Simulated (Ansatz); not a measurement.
Relaxation of CH6NPSi (10 atoms, charge 0, multiplicity 1), to a largest force component of 0.015 eV/Å in at most 40 steps.

Theory: Ansatz 0.2.0, RKS revPBE-D4/def2-SVP.

```xyz
10
Properties=species:S:1:pos:R:3
P -1.899 0.978 -0.146
Si 0.020 0.580 0.663
C 0.635 -1.125 0.433
N 0.884 -0.173 -0.638
H -2.713 0.644 0.940
H -1.960 2.384 0.089
H 0.960 1.706 0.988
H 1.593 -1.372 1.000
H -0.066 -1.891 0.368
H 1.763 0.181 -0.678
```

Q: Where does it end, and by what steps?

A: It converged. After 14 steps the energy has fallen by 0.986 eV; H5 moved furthest, 0.68 Å.

| step | energy less start (eV) | largest force component (eV/Å) | accepted |
| --- | --- | --- | --- |
| 0 | 0.0000 | 4.141 | yes |
| 1 | -0.8235 | 0.938 | yes |
| 2 | -0.9301 | 0.687 | yes |
| 3 | -0.9571 | 0.299 | yes |
| 4 | -0.9670 | 0.186 | yes |
| 5 | -0.9705 | 0.214 | yes |
| 6 | -0.9774 | 0.105 | yes |
| 7 | -0.9818 | 0.024 | yes |
| 8 | -0.9772 | 0.412 | no |
| 9 | -0.9837 | 0.073 | yes |
| 10 | -0.9839 | 0.166 | yes |
| 11 | -0.9847 | 0.104 | yes |
| 12 | -0.9855 | 0.034 | yes |
| 13 | -0.9857 | 0.020 | yes |
| 14 | -0.9857 | 0.007 | yes |

```xyz
10
Properties=species:S:1:pos:R:3
P -2.189 0.917 -0.053
Si -0.041 0.554 0.550
C 0.749 -1.132 0.415
N 0.945 -0.186 -0.728
H -2.587 1.198 1.306
H -1.966 2.315 -0.337
H 0.609 1.516 1.503
H 1.613 -1.342 1.079
H 0.169 -2.041 0.165
H 1.916 0.111 -0.881
```

Run time: 52 s on 1 thread of Arm Neoverse V1 (shared host), peak memory 0.15 GiB.
